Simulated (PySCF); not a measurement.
Si(F)(OH)3 (FH3O3Si), SMILES O[Si](O)(O)F.

Geometry optimised at TPSSh-D3(BJ)/def2-SVP. One conformer was computed; it need not be the lowest.

The numbers are results of TPSSh-D3(BJ)/def2-SVP run with PySCF 2.14.0, not measurements.

Frequencies are harmonic and unscaled.

Modes within 1.5 cm⁻¹ of each other (mostly degenerate sets) share a row, with their intensities summed.

```
mode   ν (cm⁻¹)  IR (km/mol)  moving atoms (share of kinetic energy)
-----  --------  -----------  --------------------------------------
1–2         112         94.1                    H 81 %, O 9 %, F 9 %
3           245        221.9                                  H 94 %
4–5         295          9.6                  O 64 %, H 22 %, F 13 %
6–7         357        133.3         O 47 %, Si 21 %, F 21 %, H 11 %
8           368         56.9                 O 57 %, Si 20 %, F 19 %
9           755          1.7                          O 66 %, F 28 %
10–11       796        405.4                          H 70 %, O 29 %
12          807         59.7                          H 87 %, O 13 %
13          943        231.7                 Si 49 %, F 33 %, O 18 %
14–15      1009        398.5                 Si 48 %, O 38 %, H 13 %
16–17      3849        285.2                                  H 94 %
18         3851          4.8                                  H 94 %
```
